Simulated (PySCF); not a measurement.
# Excitation energy of B by level of theory

B [He] 2s2 2p1 (2P) → B [He] 2s1 2p1 3s1 (4P), as a difference of total energies. Computed with PySCF 2.14 in dyall-av2z (11s7p2d, 42 functions), with the non-relativistic Hamiltonian (point nucleus). Correlated levels: valence: 1s2 frozen; virtual orbitals above 40 to 60 times the deepest correlated orbital energy dropped. The calculations carry no spin-orbit coupling.

| method | excitation energy (eV) |
| --- | --- |
| UHF | 8.094 |
| LDA | 9.284 |
| PBE | 9.201 |
| PBE0 | 9.185 |
| r2SCAN | 9.098 |
| LC-wPBE | 9.389 |
| BHandHLYP | 9.505 |
| PBEsol | 9.145 |
| TPSSh | 9.448 |
| MP2 (valence) | 9.049 |
| SCS-MP2 (valence) | 9.302 |

Question: How much does correlation contribute at MP2 (valence)?

Answer: 9.049 − (8.094) = 0.955 eV, measured against UHF.

The upper state lies above the first ionisation limit, but in LS coupling its spin forbids autoionisation to the ground ion. A Rydberg-like electron needs more diffuse functions than a valence basis has.

The promoted electron is Rydberg-like, and one or two diffuse shells describe it only roughly, which tends to raise the upper state.
